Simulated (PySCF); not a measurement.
## Telling isomers of C$_{6}$H$_{7}$N$_{3}$O apart by NMR

[PySCF 2.14: geometry: GFN2-xTB; GIAO PBE0/pcSseg-1 shieldings; isolated molecule; rapidly exchanging positions averaged; no relativistic terms; single conformer]

Chemical shifts δ = σref − σ; $^{1}$H, $^{13}$C against TMS, all at this level. Where no couplings were computed, multiplicities follow the n + 1 count of equivalent neighbours, and m marks all less simple cases (inequivalent or close neighbours, rings, F or P nearby). Shifts are as computed. Against solution values, carbons near 30 ppm lie about +3 ppm off and those near 130 ppm about +5 ppm. Of 1211 compounds with measured shifts, 218 miss one by over three times the rms of a fit or turn the order of signals round; such compounds aren't used in these exercises. OH and NH positions are gas-phase values without hydrogen bonding to other molecules.

(1) Tabulate the signals of `C#CCn1ncc(OC)n1`, `C=Cn1nncc1C(C)=O`, `C=Cc1n[nH]nc1C(C)=O`, `C=Cc1cnnc(OC)n1`, `CC(=O)c1ncc(C)nn1` and their relative energies.

(2) What is the quickest way to tell C=Cn1nncc1C(C)=O from CC(=O)c1ncc(C)nn1?

(3) What is the quickest way to tell C=Cc1n[nH]nc1C(C)=O from CC(=O)c1ncc(C)nn1?

(4) What is the quickest way to tell C#CCn1ncc(OC)n1 from C=Cn1nncc1C(C)=O?

Results:

(1) 
```json
{"SMILES": "C#CCn1ncc(OC)n1", "carbon types": "2×C 2×CH 1×CH2 1×CH3", "δC": "169.6, 124.7, 83.0, 81.4, 58.0, 45.8", "δH": "7.14 (s, 1H), 5.03 (d, 2H), 4.11 (s, 3H), 1.82 (t, 1H)", "E rel. (kcal/mol)": "51.3"}
{"SMILES": "C=Cn1nncc1C(C)=O", "carbon types": "2×C 2×CH 1×CH2 1×CH3", "δC": "193.4, 143.4, 136.2, 136.2, 115.3, 31.4", "δH": "8.95 (m, 1H), 8.15 (s, 1H), 7.06 (m, 1H), 5.59 (m, 1H), 2.69 (s, 3H)", "E rel. (kcal/mol)": "10.9"}
{"SMILES": "C=Cc1n[nH]nc1C(C)=O", "carbon types": "3×C 1×CH 1×CH2 1×CH3", "δC": "198.8, 152.7, 145.3, 133.4, 129.4, 31.4", "δH": "10.76 (br s, 1H), 8.19 (m, 1H), 6.96 (m, 1H), 5.99 (m, 1H), 2.76 (s, 3H)", "E rel. (kcal/mol)": "0.0"}
{"SMILES": "C=Cc1cnnc(OC)n1", "carbon types": "2×C 2×CH 1×CH2 1×CH3", "δC": "171.4, 155.2, 147.6, 139.7, 136.5, 56.5", "δH": "9.08 (s, 1H), 7.79 (m, 1H), 6.81 (m, 1H), 6.32 (m, 1H), 4.24 (s, 3H)", "E rel. (kcal/mol)": "17.0"}
{"SMILES": "CC(=O)c1ncc(C)nn1", "carbon types": "3×C 1×CH 2×CH3", "δC": "201.4, 164.5, 161.9, 154.6, 31.8, 22.7", "δH": "8.95 (s, 1H), 3.11 (s, 3H), 3.00 (s, 3H)", "E rel. (kcal/mol)": "2.1"}
```

Energies are electronic energies at PBE0/pcSseg-1 on these geometries, without zero-point or thermal terms, each for the one conformer computed, which needn't be the lowest.

(2) Both give the same number of carbon signals, but DEPT or the intensities differ. The first has a terminal =CH2 carbon at 115.3 ppm, the second a substituted aromatic carbon next to a ring nitrogen (C) at 164.5 ppm. Their most deshielded carbons lie at 193.4 and 201.4 ppm.

(3) Both give the same number of carbon signals, but DEPT or the intensities differ. The first has a terminal =CH2 carbon at 129.4 ppm, the second an aromatic CH next to a ring nitrogen at 154.6 ppm. Their most deshielded carbons lie at 198.8 and 201.4 ppm. In the proton spectra the most deshielded non-exchanging signals are 8.19 (m, 1H) and 8.95 (s, 1H).

(4) Both give the same number of carbon signals, with the same numbers of each carbon type, so the positions decide. The first has a propargylic sp3 CH2 bonded to N at 45.8 ppm, the second a terminal =CH2 carbon at 115.3 ppm. Their most deshielded carbons lie at 169.6 and 193.4 ppm. In the proton spectra the most deshielded non-exchanging signals are 7.14 (s, 1H) and 8.95 (m, 1H).
